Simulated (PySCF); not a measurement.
Compound: C4H6F2O.
Z-matrix (Å and degrees, GFN2-xTB geometry), rows numbered from 1:
```
C 
C   1  1.5182
F   2  1.3787  1  109.64
C   2  1.5382  1  112.67  3   121.37
F   4  1.3740  2  111.57  1   -44.33
C   4  1.5136  2  111.43  1    77.56
O   6  1.1952  4  124.37  2    47.29
H   1  1.0868  2  109.44  3    53.33
H   1  1.0866  2  109.65  3   173.29
H   1  1.0874  2  110.07  3   -66.22
H   2  1.0981  1  111.77  3  -117.27
H   4  1.1001  2  108.90  1  -161.72
H   6  1.1043  4  112.71  2  -132.74
```

Method used: B3LYP/def2-SVPD in PySCF (dipole) on a GFN2-xTB geometry, gas phase.

Take the most abundant isotopes and a rigid rotor. The values belong to one conformer with, in the numbering `[CH3:1][C@@H:2]([F:3])[C@@H:4]([F:5])[CH:6]=[O:7]`, C1–C2–C4–F5 -44°, C2–C4–C6–O7 47°.

Q: Give the principal moments of inertia and the rotational constants in cm⁻¹.

A: Ia = 143.09, Ib = 262.24, Ic = 300.53 u·Å²; 505379 MHz·u·Å²/I gives 3532, 1927 and 1682 MHz, that is A = 0.11781, B = 0.06428, C = 0.05609 cm⁻¹.

Q: What kind of rotor is it?

A: An asymmetric top; Ray's κ = -0.735.

Q: What does the inertial defect say?

A: Not planar: Δ = Ic − Ia − Ib = -104.80 u·Å². For a rigid frame Δ = −2 Σ m c², so Σ m c² = 52.40 u·Å² lies off the ab plane: 12.11 from hydrogen and 40.30 from heavier atoms. The atom farthest from that plane is 2.01 Å away.

Q: Give the coordinates in the principal-axis frame, origin at the centre of mass.

A: The sense of each axis is arbitrary; atoms in the order of the calculation.
```csv
atom,mass (u),a (Å),b (Å),c (Å)
C1,12.000,1.131,-0.577,-1.397
C2,12.000,0.733,-0.587,0.068
F3,18.998,1.849,-0.386,0.853
C4,12.000,-0.312,0.490,0.406
F5,18.998,0.001,1.696,-0.173
C6,12.000,-1.697,0.076,-0.042
O7,15.995,-2.181,-0.996,0.166
H8,1.008,1.935,-1.291,-1.558
H9,1.008,0.276,-0.853,-2.009
H10,1.008,1.478,0.413,-1.683
H11,1.008,0.320,-1.558,0.372
H12,1.008,-0.314,0.655,1.494
H13,1.008,-2.225,0.877,-0.589
```

Q: Which lines would a microwave search look for?

A: The dipole components are |μa| = 0.35 D, |μb| = 0.29 D, |μc| = 0.87 D. Intensities carry the squares of the components, which stand as 0.16 : 0.11 : 1.00 (a : b : c). Some lines, for components of 0.1 D or more:

```
type  branch         J(Ka,Kc)    MHz  lower level (cm⁻¹)
   c       Q  3(1,3) ← 3(0,3)   1104               0.718
   b       Q  1(1,0) ← 1(0,1)   1850               0.120
   a       R  1(0,1) ← 0(0,0)   3609               0.000
   b       Q  3(2,1) ← 3(1,2)   4591               0.804
   b       Q  2(2,1) ← 2(1,2)   5551               0.406
   b       Q  3(2,2) ← 3(1,3)   5934               0.755
   b       Q  4(2,3) ← 4(1,4)   6452               1.218
   a       R  2(0,2) ← 1(0,1)   7192               0.120
   b       R  2(1,2) ← 1(0,1)   8577               0.120
   b       Q  4(3,2) ← 4(2,3)   8720               1.434
   a       R  3(2,1) ← 2(2,0)  10929               0.592
   b       R  3(2,1) ← 2(1,2)  16505               0.406
   b       R  4(3,2) ← 3(2,1)  23007               0.957
```

Q: Estimate the classical rotational partition function at 50 K, 100 K and 200 K.

A: Point group C1, symmetry number σ = 1; q = (√π/σ)·√((kT/h)³/(ABC)), k/h = 20836.6 MHz/K: 17600 at 50 K, 49800 at 100 K, 141000 at 200 K.

GFN2-xTB frequencies: not computed here. No vibrational averaging or centrifugal distortion is included, and the geometry carries the error of its method. A rigid rotor knows nothing of internal rotation, which can split or shift real lines.
